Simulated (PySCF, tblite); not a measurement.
Isomers of C5H4F2, one GFN2-xTB conformer each. Single-point energies are computed at PBE0/pcSseg-1 (PySCF, gas phase, no added dispersion term), electronic only.

Question: Rank them by PBE0/pcSseg-1 energy, lowest first (kJ/mol).
A. `[CH:1]#[C:2][C:3](=[CH2:4])[CH:5]([F:6])[F:7]` with C2–C3–C5–F6 -168°
B. `[CH2:1]=[C:2]=[C:3]=[CH:4][CH:5]([F:6])[F:7]` with C3–C4–C5–F6 129°

Answer: A (0.0), B (10.6).

As drawn, the lower has a C≡C bond, which the higher lacks; the higher has cumulated double bonds, which the lower lacks. GFN2-xTB itself gives, in the same order: 0.0, 18.5. Both levels put the same isomer lowest.

Q: Which frontier levels, dipoles and rotational constants go with these structures?

A: 
| SMILES | HOMO (eV, PBE0/pcSseg-1) | LUMO (eV) | dipole (D) | A, B, C (MHz) |
| --- | --- | --- | --- | --- |
| C#CC(=C)C(F)F | -7.65 | -1.42 | 2.03 | 4473, 1982, 1529 |
| C=C=C=CC(F)F | -7.64 | -2.19 | 2.93 | 8125, 1083, 1023 |

Q: What happens when harmonic zero-point energies from GFN2-xTB frequencies are added?

A: 
```csv
SMILES,ZPE (kJ/mol),electronic (kJ/mol),with ZPE (kJ/mol)
C#CC(=C)C(F)F,187.8,0.0,0.0
C=C=C=CC(F)F,185.8,10.6,8.6
```

The zero-point energies span 2.0 kJ/mol. The order is unchanged.
